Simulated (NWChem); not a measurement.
Species: SiAsH₃F₂; SMILES F[SiH](F)[AsH2]

```xyz
7

Si     0.3839    -1.0151     0.0000
F     -0.3187    -1.6806     1.3144
F     -0.3187    -1.6806    -1.3144
As    -0.1024     1.2998     0.0000
H      1.8224    -1.4293     0.0000
H      0.9593     1.4986    -1.1008
H      0.9593     1.4986     1.1008
```
Atoms are numbered in this order, from 1.

Program: NWChem. Pople sets run with spherical d functions. Coordinates come from a PBE-D3(BJ)/def2-SVP optimisation. LC-ωPBE (HJS hole) with 6-31G*; x = 1 − exp(−ω/0.25 bohr⁻¹) is a scale chosen for this fit.

```
row           x  −ε(HOMO) (eV)
--------  -----  -------------
ω = 0.20  0.551           9.32
ω = 0.30  0.699          10.04
ω = 0.35  0.753       withheld
ω = 0.50  0.865          10.88
```

Question: Fit a straight line of the last column on the one before it, predict the withheld value, and compare with the run.

Answer: 
1. Means of the 3 shown rows: x = 0.7050, y = 10.080. Slope Σ(x − x̄)(y − ȳ)/Σ(x − x̄)² = 0.2453/0.04935 = 4.970; intercept 6.576.
2. The shown rows scatter about the line by 0.007 (root mean square); the largest residual is -0.01, at ω = 0.30.
3. At x = 0.753 (ω = 0.35; inside the shown range) the line gives 10.32.
4. The run gives 10.31, -0.01 from the line.
